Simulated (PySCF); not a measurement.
C₃H₇O (SMILES [CH2]OCC), doublet, geometry from GFN2-xTB; PySCF with HF/6-31G*.

PySCF was given this input:
```python
from pyscf import gto, scf

mol = gto.Mole()
mol.atom = '''
    C     1.476361    0.466901    0.436562
    O     0.679123    0.162342   -0.623213
    C    -0.432809   -0.654260   -0.344227
    C    -1.535893    0.105149    0.390271
    H     2.335845    1.048988    0.169802
    H     1.504872   -0.204834    1.278488
    H    -0.120268   -1.523880    0.251816
    H    -0.793488   -1.000427   -1.316698
    H    -1.861638    0.954622   -0.204428
    H    -1.161662    0.471863    1.343366
    H    -2.382598   -0.551801    0.567726
'''
mol.basis = '6-31g*'
mol.charge = 0
mol.spin = 1
mol.verbose = 4
mol.build()

mf = scf.UHF(mol)
mf.kernel()
```

What the program printed (banner, timings and long lists left out):

```
PySCF version 2.14.0

[INPUT] verbose = 4
[INPUT] num. atoms = 11
[INPUT] num. electrons = 33
[INPUT] charge = 0
[INPUT] spin (= nelec alpha-beta = 2S) = 1
[INPUT] symmetry False subgroup None
[INPUT] Mole.unit = angstrom
[INPUT] Symbol           X                Y                Z      unit          X                Y                Z       unit  Magmom
[INPUT]  1 C      1.476361000000   0.466901000000   0.436562000000 AA    2.789917950989   0.882315017286   0.824982616392 Bohr   0.0
[INPUT]  2 O      0.679123000000   0.162342000000  -0.623213000000 AA    1.283356474893   0.306781918514  -1.177701887269 Bohr   0.0
[INPUT]  3 C     -0.432809000000  -0.654260000000  -0.344227000000 AA   -0.817890474247  -1.236372214258  -0.650494754681 Bohr   0.0
[INPUT]  4 C     -1.535893000000   0.105149000000   0.390271000000 AA   -2.902417126637   0.198702812272   0.737505304360 Bohr   0.0
[INPUT]  5 H      2.335845000000   1.048988000000   0.169802000000 AA    4.414107319435   1.982300027955   0.320879275403 Bohr   0.0
[INPUT]  6 H      1.504872000000  -0.204834000000   1.278488000000 AA    2.843795932526  -0.387080160999   2.415992173543 Bohr   0.0
[INPUT]  7 H     -0.120268000000  -1.523880000000   0.251816000000 AA   -0.227273581549  -2.879715846702   0.475863273783 Bohr   0.0
[INPUT]  8 H     -0.793488000000  -1.000427000000  -1.316698000000 AA   -1.499475003129  -1.890533037620  -2.488198608763 Bohr   0.0
[INPUT]  9 H     -1.861638000000   0.954622000000  -0.204428000000 AA   -3.517985963083   1.803974132485  -0.386312932193 Bohr   0.0
[INPUT] 10 H     -1.161662000000   0.471863000000   1.343366000000 AA   -2.195223029314   0.891691838316   2.538593825052 Bohr   0.0
[INPUT] 11 H     -2.382598000000  -0.551801000000   0.567726000000 AA   -4.502457684936  -1.042752765261   1.072846653795 Bohr   0.0

nuclear repulsion = 127.711359689
number of shells = 38
number of NR pGTOs = 136
number of NR cGTOs = 70
basis = 6-31g*
ecp = {}

******** <class 'pyscf.scf.uhf.UHF'> ********
method = UHF
initial guess = minao
damping factor = 0
level_shift factor = 0
DIIS = <class 'pyscf.scf.diis.CDIIS'>
diis_start_cycle = 1
diis_space = 8
diis_damp = 0
SCF conv_tol = 1e-09
SCF conv_tol_grad = None
SCF max_cycles = 50
direct_scf = True
direct_scf_tol = 1e-13
number electrons alpha = 17  beta = 16
Set gradient conv threshold to 3.16228e-05
init E= -192.961665396741

cycle= 1 E= -192.404883219766  delta_E= 0.557  |g|= 0.343  |ddm|= 1.96
cycle= 2 E= -192.46108631915  delta_E= -0.0562  |g|= 0.16  |ddm|= 0.338
cycle= 3 E= -192.471945775523  delta_E= -0.0109  |g|= 0.0519  |ddm|= 0.132
cycle= 4 E= -192.47368092897  delta_E= -0.00174  |g|= 0.0139  |ddm|= 0.0541
cycle= 5 E= -192.47392896354  delta_E= -0.000248  |g|= 0.00773  |ddm|= 0.0215
cycle= 6 E= -192.47404479949  delta_E= -0.000116  |g|= 0.00296  |ddm|= 0.0186
cycle= 7 E= -192.474062308228  delta_E= -1.75e-05  |g|= 0.00121  |ddm|= 0.0076
cycle= 8 E= -192.474064627618  delta_E= -2.32e-06  |g|= 0.000458  |ddm|= 0.00292
cycle= 9 E= -192.474064936026  delta_E= -3.08e-07  |g|= 0.000174  |ddm|= 0.00103
cycle= 10 E= -192.474064985519  delta_E= -4.95e-08  |g|= 7.16e-05  |ddm|= 0.000418
cycle= 11 E= -192.474064994904  delta_E= -9.39e-09  |g|= 2.76e-05  |ddm|= 0.000207
cycle= 12 E= -192.474064996334  delta_E= -1.43e-09  |g|= 8.26e-06  |ddm|= 8.89e-05
cycle= 13 E= -192.474064996438  delta_E= -1.04e-10  |g|= 4.04e-06  |ddm|= 1.84e-05
Extra cycle  E= -192.474064996458  delta_E= -1.91e-11  |g|= 2.57e-06  |ddm|= 6.67e-06
converged SCF energy = -192.474064996458  <S^2> = 0.76024862  2S+1 = 2.0102225
```
